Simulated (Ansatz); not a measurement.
`C[O][GeH]([F])[AlH2]` and `[F][GeH2][AlH2]` differ in one atom or group.

Ansatz, PBE0-D4/def2-TZVP geometries, multiplicity 1. Each molecule was computed in one conformer, which needn't be the lowest.

Scalar relativity is left out up to krypton.

| property | `C[O][GeH]([F])[AlH2]` |
| --- | --- |
| LUMO energy (PBE0/def2-TZVPP) / eV | -2.42 |
| zero-point energy (PBE0-D4/def2-TZVP) / kJ/mol | 172.4 |
| LUMO energy (ωB97M-V/def2-TZVPP) / eV | -0.77 |
| HOMO–LUMO gap (PBE/def2-TZVPP) / eV | 3.32 |
| size of the dipole moment (PBE/def2-TZVPP) / D | 1.76 |
| size of the dipole moment (ωB97M-V/def2-TZVPP) / D | 1.95 |

What does the change do to each property? (An estimate is asked.)

The calculation gave: 
```tsv
property	`[F][GeH2][AlH2]`	shift
LUMO energy (PBE0/def2-TZVPP) / eV	-2.37	0.05
zero-point energy (PBE0-D4/def2-TZVP) / kJ/mol	81.5	-90.9
LUMO energy (ωB97M-V/def2-TZVPP) / eV	-0.72	0.05
HOMO–LUMO gap (PBE/def2-TZVPP) / eV	3.53	0.21
size of the dipole moment (PBE/def2-TZVPP) / D	2.21	0.45
size of the dipole moment (ωB97M-V/def2-TZVPP) / D	2.43	0.48
```

With PBE0 the HOMO rises by 0.10 eV and the LUMO rises by 0.05 eV, so the gap narrows by about 0.05 eV. PBE moves the HOMO by -0.13 eV and ωB97M-V by 0.14 eV. The zero-point energy changes by -90.9 kJ/mol with -12 modes. Dipoles are sizes alone; their direction can turn.
